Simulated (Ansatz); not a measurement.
## The HOMO–LUMO gap down a group: F to Br

One atom is swapped for its congeners: Cd(CH3)F; Cd(CH3)Cl; Cd(CH3)Br. All are singlets with charge 0.

Shapes, held fixed at every level: PBE0-D4/def2-TZVP. Programs: Ansatz 0.2.0. Values in eV.

(1) How should the HOMO–LUMO gap change along the series?

## Answers

(1) At wB97X-V/def2-TZVPP the HOMO–LUMO gap falls at every step, from 11.80 to 11.19 eV. Every level shows the same order. For atoms past krypton def2 sets carry core potentials with scalar relativity. Relativity is left out for Br unless named. Orbital gaps aren't excitation energies, and the LUMO depends on the basis.

| level | Cd(CH3)F | Cd(CH3)Cl | Cd(CH3)Br |
| --- | --- | --- | --- |
| PBE-D4/def2-TZVPP | 5.71 | 5.31 | 4.90 |
| r2SCAN-D4/def2-TZVPP | 6.22 | 5.92 | 5.48 |
| B3LYP-D4/def2-TZVPP | 7.14 | 6.90 | 6.38 |
| BHLYP-D4/def2-TZVPP | 9.30 | 9.12 | 8.74 |
| PBE0-D4/def2-TZVPP | 7.65 | 7.47 | 6.96 |
| r2SCAN0-D4/def2-TZVPP | 8.00 | 7.81 | 7.33 |
| wB97X-V/def2-TZVPP | 11.80 | 11.60 | 11.19 |
